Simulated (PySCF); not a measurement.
## Bond length, frequency and bond energy of Pb₂⁺ by level of theory

State: ⁴Σg⁻ (quartet), unpaired electrons σ ↑, π ↑↑. Set-up: Pb def2-SVP with ECP60; scalar-relativistic core potentials (PySCF 2.14). De refers to Pb⁺ + Pb in their high-spin ground configurations, without counterpoise correction. The functionals are run spin-unrestricted.

| Level | Re (Å) | ωe (cm⁻¹) | De (eV) |
| --- | --- | --- | --- |
| UHF | 2.917 | 131 | 1.35 |
| UHF-MP2 | 2.927 | 125 | 2.20 |
| UHF-SCS-MP2 | 2.903 | 133 | 1.87 |
| UHF-CCSD | 2.956 | 120 | 2.10 |
| UHF-CCSD(T) | 2.970 | 115 | 2.21 |
| PBE | 2.987 | 110 | 2.81 |
| PW91 | 2.984 | 111 | 2.82 |
| BLYP | 3.043 | 102 | 2.65 |
| r²SCAN | 2.942 | 118 | 2.69 |
| PBE0 | 2.930 | 122 | 2.55 |
| r²SCAN0 | 2.906 | 126 | 2.50 |
| LC-ωPBE | 2.842 | 143 | 2.01 |

(1) Which functional lies closest to UHF-CCSD(T) in De, which farthest, and by how much do they differ from it?

(2) What does the step from GGA to meta-GGA do here, going from PBE to r²SCAN?

(3) What does second-order correlation do here, going from UHF to UHF-MP2?

Correlated steps freeze 8 core orbitals. Correlated levels converge slowly with the basis: in double zeta they bind strong bonds too weakly, by up to about 1 eV, and carry superposition errors of some tenths. Spin–orbit coupling is left out, which matters for elements this heavy, above all for dissociation energies. The state is the lowest determinant that a PBE0 search found; another state may lie lower at other levels.

Answers

(1) Closest is LC-ωPBE (-12.8 pm in Re, +24.3 % in ωe, -0.20 eV in De against UHF-CCSD(T) in the same basis), farthest PW91 (+1.4 pm in Re, -3.5 % in ωe, +0.61 eV in De). CCSD(T) converges more slowly with the basis than the functionals do and binds too weakly in this one, so the order can change at the basis-set limit.

(2) r²SCAN less PBE: -4.5 pm in Re, +7.3 % in ωe, -0.12 eV in De. 

(3) UHF-MP2 less UHF: +1.0 pm in Re, -4.6 % in ωe, +0.85 eV in De. Correlation nearly always deepens the well. The bond lengthens, as in strong covalent bonds, where excitations into antibonding orbitals dominate.
